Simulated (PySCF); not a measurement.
**[Pr(NH3)2]3+ at several levels of theory**

Computed with PySCF 2.14.0 (density fitting, no spin-orbit coupling) at the geometry relaxed with PBE:

```xyz
9
[Pr(NH3)2]3+ (singlet in the valence; each metal's 4f electrons, 2 of them, lie in its core potential, out of spins and levels; a saddle point, relaxed within its symmetry)
Pr    1.1751   -0.0467    0.0000
N    -0.1970    0.0091    2.0663
H     0.2713    0.4598    2.8907
H    -1.1100    0.5225    2.0122
H    -0.4822   -0.9248    2.4522
N    -0.1971    0.0056   -2.0664
H     0.2654   -0.4163   -2.9092
H    -1.1162   -0.4982   -2.0332
H    -0.4704    0.9584   -2.4126
```

```
 level                                                 basis    state  HOMO (eV)  gap (eV)  charge on Pr1 (e)  population of f-type functions on Pr1 (polarisation alone where 4f lies in the core)  dipole about the centre of mass (D)  largest force component (eV/Å)
   PBE     Pr lcecp-1-SVP with ECP48, N def2-SVP, H def2-SVP  singlet     -23.85      5.10               2.07                                                                                  0.03                                 3.35                            0.01
revPBE                                              the same  singlet     -23.82      5.13               2.09                                                                                  0.03                                 3.30                            0.14
  BLYP                                              the same  singlet     -23.68      4.97               2.07                                                                                  0.03                                 3.30                            0.22
  PBE0                                              the same  singlet     -25.30      7.50               2.17                                                                                  0.03                                 3.04                            0.35
   PBE  Pr lcecp-1-TZVP with ECP48, N def2-TZVP, H def2-TZVP  singlet     -23.76      5.11               2.25                                                                                  0.04                                 3.36                            0.32
```

In the lcecp rows the 4f levels are missing from HOMO and gap, and the state counts the valence alone.

Charges are Mulliken's, which hang on the basis. The relaxation used the grid (50, 194), these runs (75, 302) or, all-electron (x2c bases, spin-free X2C Hamiltonian), (99, 590).

(1) What does TPSSh with Pr lcecp-1-SVP with ECP48, N def2-SVP, H def2-SVP give here?

An lcecp potential fixes the number of 4f electrons, so in runs with it no electron can move into or out of that shell.

Answers

(1) state singlet, HOMO (eV) -24.49, gap (eV) 6.32, charge on Pr1 (e) 2.16, population of f-type functions on Pr1 (polarisation alone where 4f lies in the core) 0.03, dipole about the centre of mass (D) 3.08, largest force component (eV/Å) 0.32. Time: 6.8 s on 2 threads of Arm Neoverse V1, on a shared host, from an already converged density.
